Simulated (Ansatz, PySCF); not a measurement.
Species: GeSiH$_{3}$ (charge -1, singlet). SMILES: [SiH2]=[GeH-]
Geometry: optimised at B3LYP-D3(BJ)/def2-TZVP (Ansatz, an electronic-structure program).

Unscaled harmonic wavenumbers (cm⁻¹) in rising order, each level at the stationary point that it reaches from this structure (no distance between atoms moves by over 0.3 Å); the order of modes can differ between levels, and a negative number is imaginary. B3LYP-D3(BJ)/def2-TZVP (PySCF, at the structure above): 295, 365, 406, 578, 635, 958, 1766, 2069, 2081.

HF/3-21G (Ansatz): 290, 396, 418, 631, 715, 991, 1825, 2150, 2166. Zero-point energy 13.7 against 13.1 kcal/mol; where all levels lie over 400 cm⁻¹, the wavenumbers are on average 1.061 times those of B3LYP-D3(BJ)/def2-TZVP.

HF/6-31G* with LANL2DZ past Ar (Ansatz): 258, 414, 436, 629, 711, 1033, 1827, 2234, 2250. Zero-point energy 14.0 against 13.1 kcal/mol; where all levels lie over 400 cm⁻¹, the wavenumbers are on average 1.081 times those of B3LYP-D3(BJ)/def2-TZVP.

B3LYP/6-31G* with LANL2DZ past Ar (Ansatz): 274, 366, 396, 576, 649, 966, 1718, 2073, 2102. Zero-point energy 13.0 against 13.1 kcal/mol; where all levels lie over 400 cm⁻¹, the wavenumbers are on average 1.002 times those of B3LYP-D3(BJ)/def2-TZVP.
